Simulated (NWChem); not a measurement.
Species: SiN₂H₅F; SMILES N[SiH](N)F

```xyz
9

Si    -0.0665     0.0013     0.3410
N      1.4984    -0.4340    -0.1980
N     -0.3993     1.5696    -0.2394
F     -1.0144    -1.1923    -0.2419
H     -0.3638     0.0252     1.7994
H      1.7681    -1.4076    -0.2676
H      2.2938     0.1729    -0.0446
H     -0.2169     1.8234    -1.2034
H     -1.1142     2.1497     0.1821
```
Atoms are numbered in this order, from 1.

All runs: NWChem. The geometry was optimised at PBE0/def2-SVP. Ions are spin-unrestricted doublets at the neutral geometry; other ion states weren't tried.

**Question.** Estimate the computed values for PBE0/def2-SVP. Quantities: vertical ionisation energy, ΔSCF (eV); −ε(HOMO) (eV).

**Answer.** The vertical ionisation energy, ΔSCF (eV) is 9.76. The −ε(HOMO) (eV) is 7.38.
